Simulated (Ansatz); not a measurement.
Compare A (`C=C(Cl)O[SiH3]`) with its isomer B (`ClC1C[SiH2]O1`).

Calculated with Ansatz (gas phase, PBE0-D4/def2-TZVP geometries, no zero-point term in ΔE). CBS: MP2 limit from def2 TZ/QZ plus the TZ coupled-cluster correction, frozen cores. DFT in def2-TZVPP. B3LYP here is the variant with VWN-RPA as its local correlation; programs differ in this. One conformer a species, not always the lowest.

Which is lower in electronic energy at CCSD(T)/CBS, and by how much? (Best estimate.)

Ansatz gave: B, by 8.6 kcal/mol.

Give E(B) − E(A) in kcal/mol with B3LYP, PBE0-D4, ωB97M-V, B3LYP-D4, MP2/def2-TZVPP, CCSD(T)/def2-TZVPP, B2PLYP. (Best estimate.)

The calculation gave: B3LYP -4.5, PBE0-D4 -10.3, ωB97M-V -9.1, B3LYP-D4 -4.8, MP2/def2-TZVPP -9.6, CCSD(T)/def2-TZVPP -8.2, B2PLYP -6.3. None reverses the order clearly.

Largest T1 diagnostic: 0.012.

From PBE to PBE0 (25 % exact exchange), in def2-TZVPP and without D4, E(B) − E(A) moves by −2.0 kcal/mol. In def2-TZVPP, CCSD(T) changes the Hartree–Fock value by −3.8 kcal/mol (the triples alone add +0.2 kcal/mol) and MP2 by −5.1 kcal/mol.
